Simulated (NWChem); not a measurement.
Species: C3H4F2Si; SMILES C(#C[SiH3])C(F)F

```xyz
10

F      2.3474     0.7964    -0.4977
C      1.6855    -0.3741    -0.4000
F      2.2030    -1.0626     0.6373
C      0.2523    -0.1367    -0.1933
C     -0.9428     0.0404    -0.0527
Si    -2.7393     0.3380     0.2100
H      1.8661    -0.9523    -1.3242
H     -3.5085    -0.2511    -0.9229
H     -2.9788     1.8075     0.2763
H     -3.1531    -0.3037     1.4898
```
Atoms are numbered in this order, from 1.

Level: PBE0/def2-SVP (NWChem), optimised geometry, unscaled harmonic frequencies. 

```csv
frequency (cm⁻¹),IR intensity (km/mol)
40,0.2
94,0.4
111,1.7
263,1.3
289,6.6
400,9.8
567,1.9
572,3.6
680,54.2
681,46.5
739,4.3
923,343.7
938,46.0
940,43.9
1027,86.5
1163,217.5
1175,211.1
1383,24.3
1394,192.2
2253,60.6
2258,83.1
2260,82.0
2329,1.2
3085,28.4
```

| Property | Value |
|---|---|
| zero-point energy | 36.5 kcal/mol |
| thermal correction to the enthalpy at 298.15 K (with zero-point energy) | 41.7 kcal/mol |
| heat capacity Cv | 23.8 cal/(mol K) |
| entropy at 298.15 K and 1 atm (symmetry number 1) | 86.6 cal/(mol K) |
| dipole moment | 1.92 D |

Rigid rotor and harmonic oscillator; modes under 100 cm⁻¹ make the entropy uncertain.
